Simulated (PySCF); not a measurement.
**Electronic structure of Zn²⁺ (zinc, charge +2) at the PBE0 level**

Configuration: [Ar] 3d10, closed-shell 1S. All numbers are calculated (PySCF 2.14, scalar relativity by spin-free X2C-1e, in cc-pVTZ-DK).

- Total energy: -1794.655 hartree
- One-electron energy: -2481.250 hartree
- Hartree (Coulomb) energy: 758.003 hartree
- Exchange-correlation energy: -71.408 hartree
- ⟨S²⟩: 0.0000
- ⟨L²⟩: 0.000
- Sum of ⟨r⟩: 16.13 bohr
- Sum of ⟨r²⟩: 15.12 bohr²
- Langevin diamagnetic susceptibility: -12.0 ×10⁻⁶ cm³/mol
- Time after the integrals: 1.3 s of wall time on 1 thread of Neoverse-N1 (shared host)

```
shell  electrons  mean orbital energy (eV)  rms radius, mean of both spins (bohr)
   1s          2                   -9590.7                                 0.0580
   2s          2                   -1197.2                                  0.245
   2p          6                   -1039.6                                  0.219
   3s          2                   -157.31                                  0.733
   3p          6                   -109.96                                  0.776
   3d         10                   -33.695                                   1.00
```

Densities and radii are taken from the X2C orbitals without a picture-change correction, which distorts them close to the nucleus.
